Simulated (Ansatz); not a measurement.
Born–Oppenheimer molecular dynamics of BBrClH3 (6 atoms, charge 0, multiplicity 1). It starts at the highest image of a converged band, a first-order saddle point between two minima.

Level of theory: Ansatz, RKS PBE-D4/def2-SVP.

```yaml
ensemble: NVE (velocity Verlet)
time_step: 0.5 fs
steps_asked: 200
starting_velocities_drawn_for: 100 K
seed: 7223
```

First frame:

```xyz
6
Properties=species:S:1:pos:R:3
B -0.114 -0.171 0.089
H -0.077 0.278 1.292
H 0.952 -0.060 -0.465
Cl -1.654 0.165 -0.707
Br -0.016 -2.400 0.822
H -0.088 -0.872 1.423
```

Problem. How far do the bonds stretch over the last three quarters of this one trajectory? (Pairs bonded in most of those frames.)

Solution. 
```tsv
bond	mean (Å)	spread (Å)	shortest	longest
B1–H2	1.219	0.015	1.20	1.25
B1–H3	1.211	0.011	1.19	1.23
B1–Cl4	1.759	0.025	1.72	1.79
Br5–H6	1.453	0.026	1.43	1.54
```

Pairs bonded in part of these frames only: B1–Br5 14 %.

Mean temperature of the second half: 473 K. The conserved energy stayed within 0.016 meV per atom of its start (net change 0.012 meV per atom), so the integration is sound. The kinetic energy rose, since the run started high on the potential surface and went downhill. It ends in pieces (BClH2 + BrH), so much of that is their flight and rotation, not heat. A run of 0.1 ps of so small a system gives no equilibrium averages. The orbitals stay closed-shell, which can raise the energy where a bond breaks towards radicals; this wasn't checked here.

The run took 5.8 min on 1 thread of Intel(R) Xeon(R) Platinum 8259CL CPU @ 2.50GHz (Skylake/Cascade Lake) (shared host), peak memory 0.15 GiB.
